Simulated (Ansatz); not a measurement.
Cost and result up the ladder for B₇N₇H₂₀, a nanocrystal cut from zinc blende BN (hydrogen-capped) (34 atoms). Total charge 0; singlet. Geometry: PBE-D4/def2-SVP.

Cartesian coordinates in Å:
```
B -1.3998 -1.4771 -1.3140
B 0.4365 0.6918 2.3476
B -1.3795 0.5336 0.3456
B 0.3979 -1.3506 0.5703
B 1.0914 -0.9984 -1.9183
B 1.1042 1.0109 -0.2569
B -0.6913 0.8915 -2.1434
N 0.6746 -0.8407 2.1146
N -1.0678 -0.9821 0.2132
N -0.4128 -0.6541 -2.2198
N -1.0389 0.9755 1.8980
N 1.3555 1.4357 1.3172
N -0.3888 1.2884 -0.5819
N 1.3200 -0.5232 -0.3661
H -2.5789 -1.1993 -1.5418
H -1.1752 -2.6881 -1.3644
H 0.6527 1.0343 3.5102
H -2.5561 0.8238 0.1690
H 0.6294 -2.5532 0.5717
H 1.3084 -2.2108 -1.9668
H 1.8661 -0.3452 -2.6201
H 1.8952 1.6792 -0.9108
H -1.8727 1.1612 -2.3687
H 0.0894 1.5383 -2.8446
H 0.0920 -1.4051 2.7510
H 1.6352 -1.1084 2.3764
H -1.7324 -1.5436 0.7605
H -0.5933 -0.9400 -3.1906
H -1.7113 0.5063 2.5231
H -1.2725 1.9736 2.0089
H 1.2470 2.4578 1.3976
H 2.3516 1.2873 1.5375
H -0.5834 2.2976 -0.5847
H 2.3077 -0.7672 -0.2196
```

Ansatz on 2 threads of AMD EPYC 7R13 on a shared host and a share (18 GiB) of an NVIDIA H100 80GB HBM3. Times are rough, and most runs start from the orbitals of an earlier one. PBE0-D4/def2-TZVP serves as the yardstick here, not as an exact answer. Differences are given only for rows in sets of like size (and for xTB, whose basis is part of the method), since another set adds its own error. Binding counts from free atoms at the same level (B doublet, N quartet, H doublet; other spins of the atoms weren't run), without zero-point energy or a counterpoise term.

Single mean-field runs in def2-TZVP are fitted with def2-universal-jkfit.

| level | functions | wall time | binding energy per atom (eV) | difference from PBE0-D4/def2-TZVP (eV) |
| --- | --- | --- | --- | --- |
| PBE-D4/def2-TZVP (with forces) | 554 | 32 s | 4.15 | 0.06 |
| PBE0-D4/def2-SVP | 296 | 33 s | 4.15 | – |
| PBE-D4/def2-SVP | 296 | 36 s | 4.21 | – |
| r2SCAN-D4/def2-TZVP | 554 | 41 s | 4.06 | -0.03 |
| PBE0-D4/def2-TZVP | 554 | 49 s | 4.09 | 0.00 |
